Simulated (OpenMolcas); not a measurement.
An OpenMolcas run meant for Si I (ANO-RCC-VDZ, DKH2; inactive shells 1s 2s 2p; intended active space 4 electrons in 8 orbitals (3s 3p 4s 4p)). One step of its input:

```
&RASSCF
FileOrb=start.orb
Symmetry=1
Spin=3
nActEl=4 0 0
Inactive=2 3
Ras2=2 6
CIRoot=190 190 1
SDav=186
CIMx=300
Iter=75 100
PrWF=0.3
OrbListing=Nothing
MaxOrb=0
Atom
CIOnly
>>> COPY $Project.JobIph JOB001
```

Lines from the output:

```
...
      Number of secondary orbitals               0
      Spin quantum number                      1.0
      State symmetry                             1
Orbital specifications:
      -----------------------

      Symmetry species                           1   2
                                                ag  au
      Frozen orbitals                            0   0
      Inactive orbitals                          2   3
      Active orbitals                            2   6
      RAS1 orbitals                              0   0
      RAS2 orbitals                              2   6
      RAS3 orbitals                              0   0
      Secondary orbitals                         0   0
      Deleted orbitals                           0   0
      Number of basis functions                  4   9
      Number of CSFs                           186
      Number of root(s) required               190
 ************ ERROR ***********
  You can't ask for more roots
  than there are configurations
 ******************************
--- Stop Module: rasscf at  /rc=_RC_INPUT_ERROR_ ---
.####################.
.# User input error #.
.####################.
```

Task: What is wrong with the input?

Result: CIRoot asks for more roots than the active space has configuration state functions.
